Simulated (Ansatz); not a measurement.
Isolated molecules relaxed with PBE0-D4/def2-TZVP in Ansatz; ΔE leaves out vibrations. CCSD(T)/CBS adds triple-zeta CCSD(T) − MP2 to the extrapolated MP2 energy (def2 sets, frozen cores). DFT in def2-TZVPP. B3LYP here is the variant with VWN-RPA as its local correlation; programs differ in this. For Ge outer-core shells are correlated without core-valence functions, which leaves a few kJ/mol of doubt a bond. Scalar relativity is left out up to krypton. Each species was taken in one conformer, which may not be the lowest.

Consider the substitution at a C–Si bond: `C[Si]1(S)CO1` + `O[SiH](F)[NH][GeH3]` → `C[N]([GeH3])[SiH](O)F` + `S[SiH]1CO1`.

`C[Si]1(S)CO1`:

Z-matrix (Å, degrees):
```
C
Si 1 1.848
H 1 1.093 2 110.4
H 1 1.092 2 111.0 3 120.0
H 1 1.091 2 109.7 3 -119.7
S 2 2.118 1 108.9 3 -61.3
C 2 1.801 1 125.0 3 138.5
O 2 1.652 1 119.1 3 77.8
H 6 1.344 2 93.6 1 178.0
H 7 1.089 2 122.2 1 160.1
H 7 1.089 2 123.1 1 -3.2
```

`O[SiH](F)[NH][GeH3]`:

```xyz
11

O     0.623    1.954   -0.040
Si    1.106    0.608    0.744
F     1.231    0.837    2.319
N    -0.029   -0.634    0.516
Ge   -1.052   -0.944   -0.988
H    -0.259    2.287    0.138
H     2.470    0.351    0.250
H    -0.087   -1.355    1.218
H    -2.122    0.154   -1.126
H    -1.718   -2.313   -0.789
H    -0.163   -0.945   -2.242
```

`C[N]([GeH3])[SiH](O)F`:

```xyz
14

C    -0.589   -0.958   -1.345
N    -0.079   -0.206   -0.206
Ge    1.205   -1.075    0.805
Si   -0.575    1.386    0.064
O    -0.547    1.656    1.676
F     0.382    2.496   -0.588
H     0.185   -1.143   -2.098
H    -1.401   -0.413   -1.835
H    -0.995   -1.928   -1.034
H     1.830   -0.074    1.779
H     0.538   -2.247    1.547
H     2.257   -1.635   -0.171
H    -1.897    1.601   -0.561
H    -0.314    2.539    1.967
```

`S[SiH]1CO1`:

```xyz
8

S    -0.793    0.322    2.037
Si    0.233   -0.288    0.295
C    -0.006    0.559   -1.273
O    -0.620   -0.773   -1.035
H    -0.231   -0.633    2.797
H     1.430   -1.080    0.637
H    -0.749    1.346   -1.387
H     0.735    0.547   -2.070
```

Question: Is it downhill or uphill in electronic energy at CCSD(T)/CBS, and by how much? (Best estimate.)

Answer: The calculation gave: Uphill: ΔE = +96.6 kJ/mol.

Question: What do these levels give: PBE-D4, r2SCAN-D4, B3LYP-D4, ωB97X-V, ωB97M-V, B2PLYP, r2SCAN, CCSD/def2-TZVPP, CCSD(T)/def2-TZVPP, HF/def2-QZVPP, MP2/def2-QZVPP, SCS-MP2/def2-QZVPP? (An estimate is asked.)

Answer: The calculation gave: PBE-D4 93.3, r2SCAN-D4 100.4, B3LYP-D4 93.9, ωB97X-V 94.3, ωB97M-V 97.9, B2PLYP 96.7, r2SCAN 100.8, CCSD/def2-TZVPP 95.5, CCSD(T)/def2-TZVPP 94.7, HF/def2-QZVPP 98.4, MP2/def2-QZVPP 99.5, SCS-MP2/def2-QZVPP 96.0 kJ/mol.

Largest T1 diagnostic among the species: 0.013.

From PBE to PBE0 (25 % exact exchange), in def2-TZVPP and without D4, ΔE moves by +3.1 kJ/mol.
